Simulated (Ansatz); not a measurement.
System: sum formula SiNH₂F₂, net charge 0, doublet state. It need not be the lowest isomer of its formula. 
Geometry from a B3LYP-D3(BJ)/def2-TZVP (Ansatz, an electronic-structure program) optimisation:
SMILES: F[Si](N)F
```xyz
6

N     -1.5164    -0.0239     0.3406
Si     0.0543    -0.2448    -0.2994
F      0.9812    -0.7635     0.8992
F      0.5745     1.1935    -0.7745
H     -1.9435    -0.7639     0.8786
H     -2.2038     0.4886    -0.1926
```
Charge 0, spin multiplicity 2.

Dipole moments at this geometry, in debye (magnitudes).

```csv
level,program,dipole (D)
revPBE/def2-TZVPD,Ansatz,2.74
r2SCAN0/def2-TZVPD,Ansatz,2.86
HSE06/def2-TZVPD,Ansatz,2.84
CAM-B3LYP/def2-TZVPD,Ansatz,?
LC-wPBE/def2-TZVPD,Ansatz,2.84
CCSD(T)/aug-cc-pV(D+d)Z,Ansatz,?
```

Q: What belongs in the gaps?

A: 
- CAM-B3LYP/def2-TZVPD, dipole (D): 2.88
- CCSD(T)/aug-cc-pV(D+d)Z, dipole (D): 2.83
